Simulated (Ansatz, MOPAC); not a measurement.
Gas-phase reaction in SMILES: CB(I)I [diiodo(methyl)borane] → I[B]C + I atom (the B-I bond breaks)

Wanted: bond dissociation energy (enthalpy at 298 K), in kcal/mol. Terms: def2 sets with scalar-relativistic core potentials past Kr; no spin-orbit coupling; UHF or UKS for open shells; no dispersion term unless named; STO-3G and 3-21G all-electron and non-relativistic. First-principles rows: single points at B3LYP-D3(BJ) geometries (Ansatz, an electronic-structure program), with unscaled harmonic terms from B3LYP/6-31G* (LANL2DZ past Ar) (Ansatz) at its own minima. Semi-empirical rows: MOPAC heats of formation at their own minima for 298 K.

```tsv
species	coefficient	E at HF/3-21G (Ansatz), Eh	E at PBE0/def2-TZVPD (Ansatz), Eh	H(298 K) - E, kcal/mol	heat of formation at MNDO (MOPAC), kcal/mol
CB(I)I	-1	-13839.67290	-660.20438	30.25	-7.69
C[B]I	+1	-6951.74558	-362.37359	27.70	29.51
I atom	+1	-6887.84045	-297.69320	1.48	25.52
```

 1 Eh = 627.5095 kcal/mol.

Work the quantity out at each level.


- HF/3-21G: the sum of coefficient times E is 0.08687 Eh, or 54.51 kcal/mol; the thermal terms add -1.07. Result: 53.4 kcal/mol.
- PBE0/def2-TZVPD: the sum of coefficient times E is 0.13759 Eh, or 86.34 kcal/mol; the thermal terms add -1.07. Result: 85.3 kcal/mol.
- MNDO: the sum of coefficient times heat of formation is 62.72 kcal/mol; it needs no thermal term.
